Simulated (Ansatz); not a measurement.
`N[SiH](F)[S]` radical, 7 atoms. Total charge 0; spin multiplicity 2. All runs use 4 threads of an Intel Xeon 6975P-C on a shared host. Correlated methods freeze the cores. Open-shell runs search over several starts.

**Question.** How many basis functions does each run have, and how long does it take in Ansatz? UKS ωB97M-V/def2-SVP energy; UKS PBE0-D4/def2-SVP energy; UHF-CCSD(T)/def2-TZVPP energy; UKS PBE0-D4/def2-TZVP relaxation (13 steps); UKS ωB97M-V/def2-QZVPP energy; UHF-CCSD(T)/def2-SVP energy; UKS PBE0-D4/def2-TZVPP energy; UHF-MP2/def2-QZVPP energy; direct RPA on PBE orbitals/def2-TZVPP energy; UKS ωB97M-V/def2-TZVPP energy and forces; UKS B3LYP-D4/def2-TZVPP energy and forces; UKS PBE0-D4/def2-TZVP frequencies. (Best estimate.)

**Answer.** Computed: Other jobs shared the machine, so times are rough.

```json
{"level": "UKS PBE0-D4/def2-SVP", "job": "energy", "functions": "79", "wall time": "1.3 s", "peak host memory (GiB)": "0.22"}
{"level": "UHF-CCSD(T)/def2-SVP", "job": "energy", "functions": "79", "wall time": "3 s", "peak host memory (GiB)": "0.42"}
{"level": "UKS ωB97M-V/def2-SVP", "job": "energy", "functions": "79", "wall time": "4 s", "peak host memory (GiB)": "0.38"}
{"level": "UKS PBE0-D4/def2-TZVPP", "job": "energy", "functions": "188", "wall time": "4.2 s", "peak host memory (GiB)": "0.76"}
{"level": "direct RPA on PBE orbitals/def2-TZVPP", "job": "energy", "functions": "188", "wall time": "4.3 s", "peak host memory (GiB)": "0.51"}
{"level": "UKS B3LYP-D4/def2-TZVPP", "job": "energy and forces", "functions": "188", "wall time": "4.4 s", "peak host memory (GiB)": "0.75"}
{"level": "UKS ωB97M-V/def2-TZVPP", "job": "energy and forces", "functions": "188", "wall time": "17 s", "peak host memory (GiB)": "0.99"}
{"level": "UHF-MP2/def2-QZVPP", "job": "energy", "functions": "344", "wall time": "19 s", "peak host memory (GiB)": "1.5"}
{"level": "UKS ωB97M-V/def2-QZVPP", "job": "energy", "functions": "344", "wall time": "27 s", "peak host memory (GiB)": "2.1"}
{"level": "UKS PBE0-D4/def2-TZVP", "job": "relaxation (13 steps)", "functions": "154", "wall time": "37 s", "peak host memory (GiB)": "0.64"}
{"level": "UHF-CCSD(T)/def2-TZVPP", "job": "energy", "functions": "188", "wall time": "38 s", "peak host memory (GiB)": "5.3"}
{"level": "UKS PBE0-D4/def2-TZVP", "job": "frequencies", "functions": "154", "wall time": "40 s", "peak host memory (GiB)": "0.63"}
```

B3LYP here is the variant with VWN-RPA as its local correlation; programs differ in this.
